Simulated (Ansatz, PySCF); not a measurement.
C2H6N (SMILES [CH2-]NC), charge -1, singlet, geometry from GFN2-xTB (in this run its highest filled SCF level lies above zero, so its values depend strongly on the basis, on diffuse functions most of all). Base run: PySCF with CASSCF(4,5)/STO-3G.

Input for PySCF:
```python
from pyscf import gto, scf, mcscf
import numpy

mol = gto.M(
    atom='''
C     0.068388   -0.343447    1.280013
N    -0.020316    0.577285    0.030283
C    -0.014644   -0.232449   -1.156616
H     0.074469    0.429802    2.123582
H    -1.001283   -0.749206    1.345617
H     0.851123    1.116069    0.047208
H     0.820505   -0.966737   -1.224493
H     0.018715    0.396171   -2.064198
H    -0.943784   -0.811711   -1.180078
''',
    basis='sto-3g',
    charge=-1,
    spin=0,
    verbose=4,
)

mf = scf.RHF(mol)
mf.kernel()
mc = mcscf.CASSCF(mf, 5, 4)
mc.fix_spin_(ss=0.0)
mc.kernel()
occ = numpy.linalg.eigvalsh(mc.fcisolver.make_rdm1(mc.ci, mc.ncas, mc.nelecas))[::-1]
ss = mc.fcisolver.spin_square(mc.ci, mc.ncas, mc.nelecas)[0]
print('natural occupations', occ.round(4), ' <S^2>', round(ss, 4))
```

Programs used: Ansatz (a quantum-chemistry and plane-wave program), PySCF; a row that names a program was run with it.

Each row names what was changed in the base input (with any setting that the change needs).

```
change                                                ΔE vs base (kcal/mol)            natural occupations  <S^2> of the state        outcome
----------------------------------------------------  ---------------------  -----------------------------  ------------------  -------------
base                                                                  0.000       1.98 1.98 0.02 0.02 0.00                0.00      converged
orbitals = fixed (CASCI)                                              22.75       2.00 2.00 0.00 0.00 0.00                0.00      converged
start = MP2 natural orbitals                                          0.000       1.98 1.98 0.02 0.02 0.00                0.00      converged
code = ansatz; correction = SC-NEVPT2, all electrons                  -69.6                              -                   -      converged
code = ansatz                                                         -1.26                              -                   -      converged
active space = 8 electrons, 9 orbitals                                    -                              -                   -  not converged
correction = SC-NEVPT2                                                -68.6       1.98 1.98 0.02 0.02 0.00                0.00      converged
fix_spin_ = off                                                        0.94       1.98 1.98 0.02 0.02 0.00                0.00      converged
active space = 8 electrons, 6 orbitals                                -2.99  2.00 2.00 1.98 1.97 0.03 0.02                0.00      converged
active space = 4 electrons, 3 orbitals                                12.89                 2.00 1.98 0.02                0.00      converged
solver = newton                                                       -1.27       1.98 1.97 0.02 0.02 0.00                0.00      converged
```

Active orbitals are taken around the Fermi level unless the row says otherwise; CASSCF can end in different local minima, and two programs can end on different orbitals. State-averaged rows give the lowest state.

Ansatz warned in this series: other orbitals give a lower active-space energy.
